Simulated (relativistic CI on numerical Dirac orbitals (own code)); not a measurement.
What each ingredient does to the levels of Os10+

Base calculation: Dirac-Coulomb-Breit CI, orbitals from a KLI potential per configuration, model QED (radiative potential, 1s self-energy scaled to tabulated hydrogen-like ionisation energies), unscaled Slater integrals.

Configurations in the expansion (outside the closed core [Kr] 4d10): 4f14.5s2.5p4, 4f13.5s2.5p5, 4f14.5s.5p5, 4f14.5s2.5p3.5d, 4f14.5s.5p4.5d, 4f14.5s2.5p3.5f, 4f13.5s2.5p4.5d, 4f14.5s2.5p3.6s, 4f14.5s2.5p3.5g, 4f14.5p6, 4f13.5p6.5d. Double excitations out of closed p, d and f shells are left out; levels of such configurations are missing from the list, as are those of other unlisted configurations, and high levels can miss mixing partners.

Variants: (1) Breit term removed. Shifts of the energy above 4f14.5s2.5p4 3P_2, in cm⁻¹, for the lowest level and the first level of each name with at least 55 % of one term (blank where a level changes its place among those of its configuration and J or its character, or is not in the variant):

```tsv
Level	Base	Δ(1)
4f14.5s2.5p4 3P_2	0	0
4f14.5s2.5p4 3P_1	111216	+1429
4f14.5s2.5p4 1D_2	124522	+1220
4f13.5s2.5p5 3F_4	156488	-2912
4f13.5s2.5p5 1F_3	157827	-2951
4f13.5s2.5p5 3G_5	162666	-2917
4f13.5s2.5p5 3F_3	176322	-1962
4f13.5s2.5p5 3D_1	193427	-2012
4f13.5s2.5p5 3D_3	285522	-1533
4f13.5s2.5p5 3G_3	303392	-441
4f14.5s.5p5 3P°_2	376694	+617
4f14.5s2.5p3.5d 3D°_1	482695	+1292
4f14.5s.5p5 3P°_0	486354	+1933
4f14.5s2.5p3.5d 3D°_3	523581	+2310
4f14.5s2.5p3.5d 3G°_4	525546	+2234
4f14.5s2.5p3.5d 3G°_5	545454	+1708
4f13.5s2.5p4.5d 5D°_4	546556	-3534
4f13.5s2.5p4.5d 5G°_6	565197	-1835
4f13.5s2.5p4.5d 3P°_0	565377	-1730
```

At this charge transitions that keep the count of f electrons are usually good to a few per cent. Levels and lines within the n = 5 or 6 shells can be off by up to 10 % or somewhat more, and those that change n by about 2 %, since core polarisation is missing. Levels that differ in their count of f electrons can be misplaced by several ten thousand cm⁻¹, since the correlation energy of f electrons is missing or only estimated; rates across such gaps can be off by orders of magnitude.

Ionisation energy from one configuration of each of the two ions, the ground ones as tabulated or assumed: base 207.246 eV; Breit term removed 207.422 eV. The NIST ASD value (theoretical) is 213 ± 11 eV.

LS names give the leading component of a level, which can be under half, so a name can repeat, a term be missing and a line seem to break the LS rules.
